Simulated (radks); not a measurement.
Numerical settings for neutral molybdenum, [Kr] 4d5 5s1. All-electron calculation, scalar-relativistic Kohn-Sham, r2SCAN, spin-polarised, spherical densities, finite nucleus; open shells are filled with parallel spins first (spin-orbit coupling, left out, can overturn this in heavy ions); meta-GGA in the generalised Kohn-Sham scheme; Fermi nuclear charge, rms radius 4.4091 fm. Program: a radial shooting solver on a logarithmic mesh with Libxc functionals. The defaults (mesh step 0.008 in ln r, mesh end at 40 bohr or more with all orbitals vanishing there, Anderson mixing 0.5 over 9 steps, residual threshold near 1e-9 with the energy settled to 1e-9 hartree or 1e-11 of itself, here a cap of 82 iterations) give E = -4049.362 hartree and 4d at -4.819 eV in 13 iterations. Times are rough (one thread of a shared host). Changes against that run (0 stands for a change within the tolerance of the run):

| setting | iterations | converged | E (mhartree) | e(4d) (meV) | CPU (s) |
|---|---|---|---|---|---|
| mesh step in ln r 0.012 | 11 | yes | 0 | +0.00535 | 0.16 |
| mesh step in ln r 0.003 | 17 | yes | 0 | +0.0059 | 0.79 |
| mesh step in ln r 0.08 | 6 | no | diverged | - | 0.04 |
| mesh end (bohr) 2 | 11 | level above zero | +1.35e+04 | +6.42e+04 | 0.17 |
| mesh end (bohr) 8 | 12 | yes | +3.75 | +176 | 0.22 |
| residual threshold 1e-05 | 9 | yes | 0 | +0.144 | 0.2 |
| residual threshold 1e-16 | 82 | no | 0 | 0 | 0.86 |
| mixing 0.05 | 17 | yes | 0 | +0.0929 | 0.34 |
| linear mixing, mixing 0.2 | 62 | yes | 0 | +0.00385 | 0.95 |
| linear mixing, mixing 0.5 | 22 | yes | 0 | +0.0075 | 0.37 |
| mixing history 3 | 14 | yes | 0 | +0.00967 | 0.26 |
| iteration cap 2 | 2 | no | +258 | -4.25e+03 | 0.06 |

Settled on a wrong energy, with an occupied level pushed above zero by the early mesh end: mesh end (bohr) 2 (+13.5 hartree). Apart from these: settings that end as converged yet miss the energy by more than 1 mhartree: mesh end (bohr) 8 (+0.00375 hartree). A mesh that ends early acts as a hard wall.
